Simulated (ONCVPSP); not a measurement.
## silver: ONCV pseudisation with LDA (Perdew-Zunger), non-relativistic reference atom.

Input for ONCVPSP 4.0.1:

```
# ATOM AND REFERENCE CONFIGURATION
# atsym  z   nc   nv     iexc    psfile
  Ag 47.00    6    3        3      upf
#
#   n    l    f
    1    0    2.00
    2    0    2.00
    2    1    6.00
    3    0    2.00
    3    1    6.00
    3    2   10.00
    4    0    2.00
    4    1    6.00
    4    2    8.00
#
# PSEUDOPOTENTIAL AND OPTIMIZATION
# lmax
    2
#
#   l,   rc,      ep,       ncon, nbas, qcut
    0    1.50    0.00    3    7    7.30
    1    1.25    0.00    4    9   11.50
    2    1.65    0.00    5   10    8.70
#
# LOCAL POTENTIAL
# lloc, lpopt,  rc(5),   dvloc0
    4    5    1.15    3.00
#
# VANDERBILT-KLEINMAN-BYLANDER PROJECTORs
# l, nproj, debl
    0    2    3.90
    1    1    1.00
    2    1    3.80
#
# MODEL CORE CHARGE
# icmod, fcfact, rcfact
    3    3.00    1.05
#
# LOG DERIVATIVE ANALYSIS
# epsh1, epsh2, depsh
   -6.00    5.00    0.04
#
# OUTPUT GRID
# rlmax, drl
    6.00    0.01
#
# TEST CONFIGURATIONS
# ncnf
    4
# nvcnf
#   n    l    f
    4
    4    0    2.00
    4    1    6.00
    4    2   10.00
    5    0    1.00
#
    3
    4    0    2.00
    4    1    6.00
    4    2   10.00
#
    3
    4    0    2.00
    4    1    6.00
    4    2    9.00
#
    3
    4    0    2.00
    4    1    6.00
    4    2    7.00
#
```

Command:

```bash
oncvpspnr.x < Ag.dat > Ag.out
```

Output (shortened: citation, most of the input echo, consistency checks and plot data are left out):

```
ONCVPSP  (Optimized Norm-Conservinng Vanderbilt PSeudopotential)
scalar-relativistic version 4.0.1

#   n    l    f        energy (Ha)
    1    0    2.00    -9.0178204E+02
    2    0    2.00    -1.3132457E+02
    2    1    6.00    -1.2237779E+02
    3    0    2.00    -2.5134522E+01
    3    1    6.00    -2.1523964E+01
    3    2   10.00    -1.4825723E+01
    4    0    2.00    -4.6396737E+00
    4    1    6.00    -3.4910107E+00
    4    2    8.00    -1.6349315E+00

Reference configufation results
  iterations    21
  all-electron total energy (Ha)   -5.19254177D+03

Begin loop to  construct optimized pseudo wave functions
and semi-local pseudopoentials for all angular momenta

WARNING wellstate: moderately localized bound state found for n= 5 l=  0
WARNING scattering state with energy  0.05000000
WARNING will be used for the first projector

   Wellstate for l =  0  n =  7
     eigenvalue =   0.0500
     asymptotic potential =   0.5500
     half-point radius =  6.3345

Calculating optimized projector #   1

 for l=   0

    Fraction of norm inside rc  0.948778
    Optimizing pswf for qcut=   7.30 a_B^-1,  ecut=  26.65 Ha
    Residual kinetic energy error=  1.77D-05 Ha

    Energy error per electron        Cutoff
         Ha          eV             Ha
         0.01000     0.27211       14.43
         0.00100     0.02721       19.82
         0.00010     0.00272       23.59
         0.00001     0.00027       43.65

Calculating optimized projector #   2

 for l=   0

    Fraction of norm inside rc  0.027208
    Optimizing pswf for qcut=   7.30 a_B^-1,  ecut=  26.65 Ha
    Residual kinetic energy error=  1.43D-05 Ha

    Energy error per electron        Cutoff
         Ha          eV             Ha
         0.01000     0.27211        5.92
         0.00100     0.02721       17.77
         0.00010     0.00272       22.86
         0.00001     0.00027       28.01

Calculating optimized projector #   1

 for l=   1

    Fraction of norm inside rc  0.784480
    Optimizing pswf for qcut=  11.50 a_B^-1,  ecut=  66.07 Ha
    Residual kinetic energy error=  4.96D-07 Ha

    Energy error per electron        Cutoff
         Ha          eV             Ha
         0.01000     0.27211       33.18
         0.00100     0.02721       44.38
         0.00010     0.00272       52.49
         0.00001     0.00027       58.70

Calculating optimized projector #   1

 for l=   2

    Fraction of norm inside rc  0.810745
    Optimizing pswf for qcut=   8.70 a_B^-1,  ecut=  37.88 Ha
    Residual kinetic energy error=  1.61D-05 Ha

    Energy error per electron        Cutoff
         Ha          eV             Ha
         0.01000     0.27211       24.37
         0.00100     0.02721       29.87
         0.00010     0.00272       34.40
         0.00001     0.00027       43.81

Construct Vanderbilt / Kleinmman-Bylander projectors

B matrix Hermiticity error, ll=   0
   1   2    5.5218E-09

  Orthonormal projector coefficients  1.0067E+01  1.5206E+00

Model core correction analysis
  based on d2Exc/dn_idn_j

d2excae - all-electron derivatives

   -3.066355D-02   -2.874000D-02   -2.208309D-02
   -2.874007D-02   -2.752618D-02   -2.231036D-02
   -2.208345D-02   -2.231074D-02   -2.176250D-02

d2excps - pseudofunction derivatives with no core correction

   -4.277310D-02   -3.343386D-02   -2.410523D-02
   -3.343452D-02   -3.229509D-02   -2.539471D-02
   -2.410585D-02   -2.539516D-02   -2.387979D-02

rms 2nd derivative error    5.219012E-03

rmatch, rhocmatch    0.6151   25.4976

Teter function model core charge with specified parameters

d2excps - pseudofunction derivatives with core correction

   -3.502186D-02   -3.115189D-02   -2.311519D-02
   -3.115195D-02   -3.125171D-02   -2.489139D-02
   -2.311555D-02   -2.489182D-02   -2.363041D-02

rms 2nd derivative error    2.655228E-03

Pseudoatom total energy -143.300787

Diagnostic tests using Vanderbilt-Kleinman-Bylander pseudopotentials
  1 or more projectors used as specified by nproj input data

   l    rcore       rmatch      e in        delta e   norm test  slope test

   0   1.5089259   1.5547402  -4.6396737   0.0000247   1.0000215   1.0000266
   0   1.5089259   1.5547402   0.0500000   0.0000904   0.9999847   0.9999847

   1   1.2535178   1.2915773  -3.4910107   0.0000003   1.0000000   1.0000001

   2   1.6505840   1.7006993  -1.6349315   0.0000000   1.0000000   1.0000000

 Testing for bound ghosts
   n   l    E NL Schr. Eq   E Basis Diag.   E Cutoff

   1   0       -4.639649       -4.639671     83.65

   2   1       -3.491010       -3.490957    192.91

   3   2       -1.634931       -1.634838    162.93

 Testing for highly-localized positive-energy ghosts
       l    <radius>/rc     E Basis Diag.   E Cutoff

Test configuration 0

   n   l     f        eae           eps        diff
   1   0  2.0000 -901.78204222
   2   0  2.0000 -131.32456973
   2   1  6.0000 -122.37778922
   3   0  2.0000  -25.13452177
   3   1  6.0000  -21.52396419
   3   2 10.0000  -14.82572315
   4   0  2.0000   -4.63967370   -4.63964899    2.47D-05
   4   1  6.0000   -3.49101072   -3.49101041    3.08D-07
   4   2  8.0000   -1.63493146   -1.63493146    0.00D+00

    Total energies and differences
      AE_ref= -5.19254177D+03  AE_tst= -5.19254177D+03  dif=  0.00D+00
      PS_ref= -1.43300787D+02  PS_tst= -1.43300787D+02  dif= -2.84D-14
      PSP excitation error=  2.84D-14

Test configuration 1

   n   l     f        eae           eps        diff
   1   0  2.0000 -900.32476746
   2   0  2.0000 -129.86056241
   2   1  6.0000 -120.91427345
   3   0  2.0000  -23.67883942
   3   1  6.0000  -20.06806695
   3   2 10.0000  -13.36827742
   4   0  2.0000   -3.22291102   -3.22102463    1.89D-03
   4   1  6.0000   -2.08640281   -2.08616915    2.34D-04
   4   2 10.0000   -0.29854569   -0.29858761   -4.19D-05
   5   0  1.0000   -0.15768138   -0.15762900    5.24D-05

    Total energies and differences
      AE_ref= -5.19254177D+03  AE_tst= -5.19500719D+03  dif= -2.47D+00
      PS_ref= -1.43300787D+02  PS_tst= -1.45766415D+02  dif= -2.47D+00
      PSP excitation error=  2.02D-04

Test configuration 2

   n   l     f        eae           eps        diff
   1   0  2.0000 -900.61943647
   2   0  2.0000 -130.15166611
   2   1  6.0000 -121.20561518
   3   0  2.0000  -23.97141121
   3   1  6.0000  -20.36060557
   3   2 10.0000  -13.66043932
   4   0  2.0000   -3.51921315   -3.51795857    1.25D-03
   4   1  6.0000   -2.38344345   -2.38341117    3.23D-05
   4   2 10.0000   -0.59352297   -0.59357211   -4.91D-05

    Total energies and differences
      AE_ref= -5.19254177D+03  AE_tst= -5.19473142D+03  dif= -2.19D+00
      PS_ref= -1.43300787D+02  PS_tst= -1.45490707D+02  dif= -2.19D+00
      PSP excitation error=  2.63D-04

Test configuration 3

   n   l     f        eae           eps        diff
   1   0  2.0000 -901.16138004
   2   0  2.0000 -130.69795680
   2   1  6.0000 -121.75154401
   3   0  2.0000  -24.51486881
   3   1  6.0000  -20.90412856
   3   2 10.0000  -14.20459800
   4   0  2.0000   -4.04770486   -4.04686843    8.36D-04
   4   1  6.0000   -2.90654148   -2.90664784   -1.06D-04
   4   2  9.0000   -1.08520018   -1.08538445   -1.84D-04

    Total energies and differences
      AE_ref= -5.19254177D+03  AE_tst= -5.19389749D+03  dif= -1.36D+00
      PS_ref= -1.43300787D+02  PS_tst= -1.44656642D+02  dif= -1.36D+00
      PSP excitation error=  1.33D-04

Test configuration 4

   n   l     f        eae           eps        diff
   1   0  2.0000 -902.47124561
   2   0  2.0000 -132.02101646
   2   1  6.0000 -123.07392836
   3   0  2.0000  -25.81912905
   3   1  6.0000  -22.20889568
   3   2 10.0000  -15.51268354
   4   0  2.0000   -5.28278385   -5.28382169   -1.04D-03
   4   1  6.0000   -4.12491791   -4.12425631    6.62D-04
   4   2  7.0000   -2.23258792   -2.23172019    8.68D-04

    Total energies and differences
      AE_ref= -5.19254177D+03  AE_tst= -5.19061170D+03  dif=  1.93D+00
      PS_ref= -1.43300787D+02  PS_tst= -1.41371084D+02  dif=  1.93D+00
      PSP excitation error=  3.62D-04
```

oncvpspnr.x prints “scalar-relativistic version” in its banner although the run is non-relativistic.

The run took about 2.6 s on one core of a shared server CPU.
